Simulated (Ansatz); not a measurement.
Ansatz (an electronic-structure program) input (r2SCANh/def2-TZVPD):

Ansatz 0.2 input:
```yaml
crystal:
  periodic: [false, false, false]
  atoms:
    - {symbol: Si, position_ang: [0.73510668, 0.15570204, -0.60653312]}
    - {symbol: C, position_ang: [2.18829038, -0.96965096, -0.30218825]}
    - {symbol: Cl, position_ang: [0.71397531, 1.60215308, 0.89501286]}
    - {symbol: N, position_ang: [-0.68936254, -0.78194384, -0.68358238]}
    - {symbol: Si, position_ang: [-2.21375390, -0.90494979, 0.11177911]}
    - {symbol: H, position_ang: [0.82579771, 0.89456667, -1.88315047]}
    - {symbol: H, position_ang: [2.26658212, -1.70968385, -1.09963051]}
    - {symbol: H, position_ang: [3.10702033, -0.38192993, -0.26770636]}
    - {symbol: H, position_ang: [2.07693848, -1.48920921, 0.65027209]}
    - {symbol: H, position_ang: [-2.16835159, -0.54091891, 1.54841452]}
    - {symbol: H, position_ang: [-2.75054645, -2.27706693, -0.02901983]}
    - {symbol: H, position_ang: [-3.09816428, 0.04862114, -0.60963558]}
basis:
  gaussian:
    orbitals: def2-TZVPD
hamiltonian:
  xc: {name: r2SCANh}
magnetization: {spin_polarized: true, initial_magnetization: 1}
output: {forces: true}
```

Output:

```
Functional definition: r2SCANh
integrals: 0.28 GiB planned
1540 factors; their error is unknown
0.39 GiB of the device are held for the grids
1.78 GiB of device memory are held for the factors and their scratch space
mean field: 2.12 GiB planned
mean field evaluation 1: about -30895.3885 eV, gradient 6.4e1 eV
mean field evaluation 2: about -30713.4563 eV, gradient 1.5e2 eV
mean field evaluation 4: about -30913.2657 eV, gradient 3.1e1 eV
mean field evaluation 8: about -30918.2234 eV, gradient 4.0e-1 eV
mean field evaluation 16: about -30918.2190 eV, gradient 8.1e-3 eV
mean field evaluation 32: about -30918.0482 eV, gradient 8.3e-1 eV
mean field -30918.21897634 eV, -1136.2235902588 hartree, gradient 1.6e-5 eV, S^2 0.757340; 2 other end points of the search recorded, 0 dependent functions left out
the calculation of the forces begins
reference -30918.21900113 eV, -1136.2235911700 hartree; 33, 32 occupied and 236, 237 virtual orbitals, 1540 factors
Total energy: -30918.21900113 eV, -1136.2235911700 hartree
Atom 0 at     0.735107     0.155702    -0.606533 Å, force     0.053563    -0.015704     0.187691 eV/Å
Atom 1 at     2.188290    -0.969651    -0.302188 Å, force    -0.095270     0.074857    -0.022069 eV/Å
Atom 2 at     0.713975     1.602153     0.895013 Å, force     0.009607    -0.125137    -0.135010 eV/Å
Atom 3 at    -0.689363    -0.781944    -0.683582 Å, force    -0.007077     0.015405     0.020267 eV/Å
Atom 4 at    -2.213754    -0.904950     0.111779 Å, force     0.085049     0.011412    -0.044460 eV/Å
Atom 5 at     0.825798     0.894567    -1.883150 Å, force    -0.006009     0.020018    -0.023502 eV/Å
Atom 6 at     2.266582    -1.709684    -1.099631 Å, force    -0.002617     0.019451     0.019030 eV/Å
Atom 7 at     3.107020    -0.381930    -0.267706 Å, force    -0.025758    -0.013840     0.001419 eV/Å
Atom 8 at     2.076938    -1.489209     0.650272 Å, force     0.003770     0.012033    -0.019222 eV/Å
Atom 9 at    -2.168352    -0.540919     1.548415 Å, force    -0.002291     0.007906     0.029027 eV/Å
Atom 10 at    -2.750546    -2.277067    -0.029020 Å, force    -0.007809    -0.015992    -0.003471 eV/Å
Atom 11 at    -3.098164     0.048621    -0.609636 Å, force    -0.005158     0.009592    -0.009700 eV/Å
Dipole moment:     0.095031    -0.255677    -0.082384 e Å
```

It need not be the lowest isomer of its formula.
